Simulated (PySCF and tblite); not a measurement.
Values are calculated unless marked as measured or tabulated.
C7H6FN, numbered as in [CH2:1]=[CH:2][c:3]1[cH:4][n:5][cH:6][c:7]([F:8])[cH:9]1.

Search: ETKDG and KDG, MMFF94s, GFN2-xTB, 60 starts; geometries at GFN2-xTB. Weights use B3LYP-D3(BJ)/def2-SVP (IEF-PCM, dichloromethane) energies plus GFN2-xTB zero-point and thermal terms (modes under about 100 cm⁻¹ blended into free rotors). Symmetry numbers and mirror images are counted. Conformers within 2.5 kcal/mol (GFN2-xTB free energy) were kept, 3 at most. GIAO shieldings: KT2/pcSseg-1 (IEF-PCM, dichloromethane). Shifts are against TMS (¹H), TMS (¹³C) at the same level; of two unlike H on one atom, a is the less shielded. Run with PySCF (density fitting) and tblite.

Problem. Predict the averaged NMR shifts at 298.15 K.

Solution. ¹H: 8.41 (H4, 1H), 8.36 (H6, 1H), 7.65 (H9, 1H), 6.73 (H2, 1H), 6.44 (H1a, 1H), 5.80 (H1b, 1H) ppm. ¹³C: 162.7 (C7), 139.1 (C4), 132.7 (C6), 131.7 (C2), 130.8 (C3), 115.5 (C1), 114.8 (C9) ppm.

Problem. How do the conformers differ?

Solution. Torsions listed: C1–C2–C3–C4.
```
conformer  shape  weight %
        1   178°      66.1
        2     3°      33.9
```

| signal | 1 | 2 | average |
| --- | --- | --- | --- |
| H1a | 6.41 | 6.50 | 6.44 |
| H1b | 5.81 | 5.78 | 5.80 |
| H2 | 6.78 | 6.65 | 6.73 |
| H4 | 8.16 | 8.89 | 8.41 |
| H6 | 8.37 | 8.35 | 8.36 |
| H9 | 7.88 | 7.20 | 7.65 |
| C1 | 115.5 | 115.7 | 115.5 |
| C2 | 131.0 | 133.2 | 131.7 |
| C3 | 130.9 | 130.6 | 130.8 |
| C4 | 141.2 | 135.0 | 139.1 |
| C6 | 133.1 | 131.8 | 132.7 |
| C7 | 162.6 | 162.8 | 162.7 |
| C9 | 112.4 | 119.6 | 114.8 |

Problem. Which signal moves most, for its nucleus, between 250 and 350 K through the change of populations alone?

Solution. H4: 8.38 ppm at 250 K, 8.41 ppm at 298.15 K, 8.43 ppm at 350 K.

Shifts are unscaled: against experiment ¹³C can be off by 15 ppm or more and ¹H by 0.8 ppm.
